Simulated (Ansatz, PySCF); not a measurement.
Energy landscape of H₃Ga, singlet: umbrella (inversion) coordinate, bond length relaxed. Scanned: angle between the Ga-H bonds and the threefold axis (90 = planar). Other coordinates (Ga-H bond length) were minimised at B3LYP/def2-TZVP.

- RKS-B3LYP/6-31G* = restricted B3LYP/6-31G*, spherical d run with PySCF
- FCI/cc-pVDZ = full CI/cc-pVDZ, cores with 3d frozen (Ansatz, a program for electronic structure)
- RHF/def2-SVP (PySCF)

Energies in mEh, each method relative to its own lowest point.

```csv
a / °,RKS-B3LYP/6-31G*,FCI/cc-pVDZ,RHF
90,0.0,0.0,0.0
93.75,1.1,1.1,1.2
95.41,2.2,2.2,2.5
99.16,6.3,6.4,7.2
101.55,10.1,10.1,11.4
104.34,15.6,15.6,17.6
107.87,24.2,24.3,27.4
110.73,32.6,32.6,36.9
114.65,46.4,46.2,52.5
117.53,58.0,57.7,65.8
120.11,69.7,69.2,79.1
123.55,87.3,86.3,99.0
125.95,100.9,99.5,114.4
128.91,119.3,117.3,135.3
132,140.9,137.7,159.4
```
